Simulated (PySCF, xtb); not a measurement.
Be(NMe2)(SeH) (C2H7BeNSe), SMILES C[N](C)[Be][SeH].

GFN2-xTB run with xtb at its own geometry gives an orbital gap of 4.43 eV and a dipole moment of 4.11 D.

The structure is a stationary point at ωB97X-D3(BJ)/def2-SVP. The structure was generated by enumeration; whether it is a known compound was not checked. The values are those of a single conformer.

What does PySCF with r2SCAN/def2-TZVP give? (An estimate is asked for; the answer gives what the named calculation found.)

gap 4.89 eV (levels -5.46 and -0.57 eV), dipole 1.89 D.
